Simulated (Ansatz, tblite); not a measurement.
Cost and result up the ladder for Si14H22, a nanocrystal with a defect cut from the lattice of silicon (two caps of one atom removed) (36 atoms). Charge 0, multiplicity 1. Geometry: PBE-D4/def2-SVP.

```csv
atom,x (Å),y (Å),z (Å)
Si1,-2.797,-3.161,-0.880
Si2,1.872,2.718,-2.897
Si3,-0.370,-0.199,-1.933
Si4,3.480,-0.442,-1.067
Si5,0.822,0.168,1.793
Si6,-1.596,-2.791,2.873
Si7,3.039,3.079,0.753
Si8,-2.556,-0.871,-1.374
Si9,-1.465,-4.015,0.865
Si10,-0.338,2.104,-2.392
Si11,3.402,1.925,-1.278
Si12,-1.245,-0.468,2.723
Si13,0.980,2.511,1.730
Si14,1.248,-0.795,-0.321
H15,-4.243,-3.406,-0.520
H16,-2.501,-3.944,-2.136
H17,2.034,4.212,-3.046
H18,2.221,2.084,-4.221
H19,0.015,-0.908,-3.213
H20,1.914,-0.322,2.718
H21,-2.970,-3.013,3.460
H22,-0.588,-3.355,3.845
H23,3.171,4.564,0.513
H24,4.122,2.672,1.722
H25,-3.442,-0.560,-2.558
H26,-3.037,-0.038,-0.216
H27,-1.963,-5.410,1.162
H28,-0.033,-4.126,0.417
H29,-1.229,2.381,-3.578
H30,-0.867,2.876,-1.213
H31,4.757,2.405,-1.759
H32,-2.351,0.173,1.928
H33,-1.303,0.099,4.123
H34,-0.173,3.089,0.956
H35,0.919,3.044,3.140
H36,1.070,-2.283,-0.117
```

Ansatz on 2 threads of AMD EPYC 7R13 on a shared host and a share (18 GiB) of an NVIDIA H100 80GB HBM3; xTB runs through tblite on one thread. Times are rough, summed over both states, and most runs start from the orbitals of an earlier one. No level here is sound enough to serve as a yardstick. The other state is a triplet at its own geometry.

The xTB rows come from tblite. B3LYP takes the VWN-RPA correlation. HSE06 is defined as in plane-wave codes, on full-range PBE exchange. Correlated methods freeze 70 core orbitals. The rows differ in basis, and correlated rows in double-zeta sets carry the largest basis error. Single mean-field runs in def2-TZVP are fitted with def2-universal-jkfit.

Run but left out: HF/STO-3G, HF/def2-TZVP (singlet: restricted singlet, unstable in another Hartree–Fock run and untested here).

Correlated methods converge slowly with the basis, most of all in double-zeta sets.

xTB has no spin-polarisation term.

```csv
level,functions,wall time
GFN1-xTB,170,0.25 s
GFN2-xTB,148,0.43 s
RPA@PBE/def2-SVP,362,12 s
PBE-D4/def2-TZVP (with forces),650,14 s
B3LYP-D4/def2-TZVP,650,15 s
r2SCAN-D4/def2-TZVP,650,16 s
PBE0-D4/def2-TZVP,650,17 s
HSE06-D4/def2-TZVP (with forces),650,19 s
```

**Question.** Estimate what each level gives for the triplet − singlet (eV).

**Answer.** 
| level | triplet − singlet (eV) | remarks |
| --- | --- | --- |
| GFN1-xTB | 0.76 | – |
| GFN2-xTB | 1.13 | – |
| RPA@PBE/def2-SVP | 0.52 | restricted SCF unstable in HF (singlet) |
| PBE-D4/def2-TZVP (with forces) | 0.38 | restricted SCF unstable in HF (singlet) |
| B3LYP-D4/def2-TZVP | 0.46 | restricted SCF unstable in HF (singlet) |
| r2SCAN-D4/def2-TZVP | 0.19 | restricted SCF unstable in HF (singlet) |
| PBE0-D4/def2-TZVP | 0.29 | restricted SCF unstable in HF (singlet) |
| HSE06-D4/def2-TZVP (with forces) | 0.30 | restricted SCF unstable in HF (singlet) |
